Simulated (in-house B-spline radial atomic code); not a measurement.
A run on Bi⁻ that did not converge. Method: scalar-relativistic (X2C) Hartree-Fock, spin-polarised, averaged over the determinants with the given up and down occupations, Fermi nucleus of rms radius 5.5211 fm; computed with a B-spline radial code for spherical atoms.

Command:
```bash
python run_scf.py task.json out
```
Settings (nuclear radius in fm, mass in u):
```
Z                83
configuration    [Xe] 4f14 5d10 6s2 6p4
hamiltonian      x2c
method           hf
spin_polarised   True
nucleus          fermi
rms_radius       5.5211
atomic_mass      208.9804
speed_of_light   137.035999084
exact_exchange   averaged over the configuration
```

First and last ten iterations of the last attempt (damped for 15 steps, keeping 80 % of the old Fock matrix, then DIIS):
```
 iter        energy (Eh)    residual
    1      -21528.103757    9.30e-01
    2      -21528.685783    1.58e-01
    3      -21529.187723    9.49e-02
    4      -21529.344897    5.77e-02
    5      -21529.402678    3.53e-02
    6      -21529.424717    2.15e-02
    7      -21529.433326    1.44e-02
    8      -21529.436782    1.08e-02
    9      -21529.438226    8.32e-03
   10      -21529.438868    6.44e-03
  111      -21529.440070    2.62e-04
  112      -21529.440070    2.61e-04
  113      -21529.440070    2.61e-04
  114      -21529.440070    2.61e-04
  115      -21529.440070    2.61e-04
  116      -21529.440068    2.56e-04
  117      -21529.440069    2.59e-04
  118      -21529.440073    2.71e-04
  119      -21529.440072    2.69e-04
  120      -21529.440062    2.35e-04
 not converged after 120 iterations
```

The smallest residual met was 1.5e-04; the threshold is about 8e-07. No energy from this run should be used. Run time, properties included: 9.7 s on 1 thread of Arm Neoverse N1, on a shared host.
